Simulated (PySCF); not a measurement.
# UHF on P (phosphorus, neutral)

Configuration: [Ne] 3s1 3p4, high-spin 4P determinant (an excited configuration). All numbers are calculated (PySCF 2.14, the non-relativistic Hamiltonian (point nucleus), in aug-cc-pwCVTZ).

```
Total energy                                                  : -340.426454 hartree
One-electron energy                                           : -470.3631 hartree
Hartree (Coulomb) energy                                      : 152.5585 hartree
Exchange energy                                               : -22.6219 hartree
Kinetic energy                                                : 340.42277 hartree
⟨S²⟩                                                          : 3.7968
⟨L²⟩                                                          : 2.018
Sum of ⟨r⟩                                                    : 15.40 bohr
Sum of ⟨r²⟩                                                   : 33.04 bohr²
Traceless quadrupole moment −½Σ⟨3z² − r²⟩ along its main axis : -3.32 e·bohr²
Density at the nucleus (Gaussians lack the cusp)              : 2150 bohr⁻³
Spin density at the nucleus                                   : 6.50 bohr⁻³
Langevin diamagnetic susceptibility                           : -26.2 ×10⁻⁶ cm³/mol
```

```tsv
shell	electrons	mean orbital energy (eV)	spread (eV)	rms radius, mean of both spins (bohr)
1s α	1	-2178.4	0	0.120
1s β	1	-2177.4	0	0.120
2s α	1	-206.72	0	0.563
2s β	1	-205.29	0	0.563
2p α	3	-149.56	0.336	0.539
2p β	3	-148.22	0.328	0.539
3s α	1	-24.392	0	2.02
3p α	3	-11.879	1.373	2.58
3p β	1	-6.488	0	2.58
```

Spin-orbit constants ζ (cm⁻¹) from the X2C one-electron operator on these orbitals (non-relativistic here): bare nucleus, nucleus screened by l(l+1)(2l+1)/3 electrons, and screened by the Breit-Pauli mean field of the electrons.

```tsv
shell	bare	screened nucleus	mean field
2p	5400	4680	4351
3p	321.4	278.5	254.9
```

To first order the Landé constant is A = -84.97 cm⁻¹, so the lowest level has J = 5/2 and lies 0.0158 eV below the centre of the term. This holds in LS coupling only.
